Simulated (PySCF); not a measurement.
The numbers below are computed, except where a source is named.
**How neighbours change a Si atom**

Gas-phase molecules (doublets), one conformer each, optimised by PBE0-D3(BJ)/def2-SVP. No frequency run checks that these structures are minima. EPR values by unrestricted B3LYP.

(1) Order these by the isotropic coupling of Si (MHz), lowest first.
A. [SiH3]O[SiH]O[SiH3] (Si bonded to 2 O + 1 H)
B. [SiH3] (Si bonded to 3 H)
C. [SiH2]O[SiH3] (Si bonded to 1 O + 2 H)
D. [SiH3]O[Si](O[SiH3])O[SiH3] (Si bonded to 3 O)

(2) Give the other values.

Answers

(1) D (-1351), A (-797), C (-675), B (-502).

(2) 
| structure (SMILES) | Si bonded to | spin on Si | isotropic coupling of Si (MHz) | g tensor |
| --- | --- | --- | --- | --- |
| [SiH3] | 3 H | 0.97 | -502 | 2.0022, 2.0043, 2.0043 |
| [SiH3]O[SiH]O[SiH3] | 2 O + 1 H | 0.79 | -797 | 2.0006, 2.0015, 2.0022 |
| [SiH3]O[Si](O[SiH3])O[SiH3] | 3 O | 0.87 | -1351 | 2.0006, 2.0007, 2.0020 |
| [SiH2]O[SiH3] | 1 O + 2 H | 0.86 | -675 | 2.0011, 2.0021, 2.0039 |
